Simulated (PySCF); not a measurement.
An unknown shows these calculated signals:

1H NMR (500 MHz, computed): δ 7.96 (d, 1H), 7.73 (m, 1H), 7.60 (m, 1H), 7.55 (m, 1H), 2.72 (s, 3H).

13C{1H} NMR (computed): δ 150.2 (C), 140.7 (CH), 138.0 (CH), 135.0 (CH), 131.5 (CH), 123.6 (C), 117.5 (C), 24.1 (CH3).

Non-relativistic, no solvent model, one computed conformer, equivalent nuclei averaged. σ from GIAO-PBE0/pcSseg-1; GFN2-xTB structure; PySCF 2.14.0 with density-fitted response routines.

Scale: 1H (31.72 ppm), 13C (186.93 ppm) against TMS (reference shieldings calculated alike).

Which of these does the molecule contain: a benzene ring, a heteroaromatic ring, a nitrile, a tert-butyl group, an ester?

Results:


- A benzene ring: yes.
- A heteroaromatic ring: no.
- A nitrile: yes (δC 123.6).
- A tert-butyl group: no.
- An ester: no.

The data belong to ortho-Tolunitrile (SMILES Cc1ccccc1C#N); they needn't prove each group on their own.

Carbon signals by region: 7 in the sp2 and nitrile region (100–160 ppm), 1 below 50 ppm.

Shifts are as computed. Against solution values, carbons near 30 ppm lie about +3 ppm off and those near 130 ppm about +5 ppm. Of 1211 compounds with measured shifts, 218 miss one by over three times the rms of a fit or turn the order of signals round; such compounds aren't used in these exercises. No couplings were computed; multiplicities are counted from neighbouring protons, with m where these are inequivalent, close in shift, in a saturated or five-membered ring or joined by F or P, and br s for small geminal =CH2 splittings.
